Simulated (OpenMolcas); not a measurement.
**Computed levels of Ne+**

```
Program             : OpenMolcas 26.06
Method              : CASSCF
Basis               : ANO-RCC-VQZP [5s4p3d2f1g]
Scalar Hamiltonian  : DKH2, point nucleus
Active space        : 7 electrons in 4 orbitals (2s 2p)
State averaging     : 2S+1 = 2 odd, 3 roots; 2S+1 = 2 even, 1 root
Spin-orbit coupling : RASSI with atomic mean-field integrals over the reference wave functions, term energies averaged over their components
```

Spin-free terms above the lowest, with the occupations of the reference:

```
Configuration  Term  E (cm-1)      Occupations
      2s2 2p5   2P*       0.0  2s 2.00 2p 5.00
       2s 2p6    2S    238900  2s 1.00 2p 6.00
```

With spin-orbit coupling, above the lowest level:

| Configuration | Term | J | E (cm-1) | Measured (cm-1) | g | Term weight % |
| --- | --- | --- | --- | --- | --- | --- |
| 2s2 2p5 | 2P* | 3/2 | 0.0 | 0.0 | 1.334 | 100 |
| 2s2 2p5 | 2P* | 1/2 | 779 | 780 | 0.666 | 100 |
| 2s 2p6 | 2S | 1/2 | 239160 | 217048 | 2.002 | 100 |

Against the 2 measured excited levels shown (NIST Handbook of Basic Atomic Spectroscopic Data) the mean absolute deviation is 11000 cm-1; the largest miss in energy is 2s 2p6 2S 1/2: computed 239160, measured 217048 cm-1 (+10.2 %).

Spin-orbit coupling puts the lowest level 260 cm-1 below the lowest spin-free term.

Without dynamic correlation excited terms often stand tens of per cent too high (terms of higher spin than the ground term too low), and those without a measured partner can miss by more than the paired ones. Computed and measured levels are paired by configuration, term and J; levels that our copy of the source lacks, or whose pairing is in doubt (as where it misses far off the trend of its configuration), stay unpaired and out of the deviations. Levels of configurations outside the active space are missing.

The term weight is that of the spin-free term in the level, not the purity of its configuration. * marks odd parity.
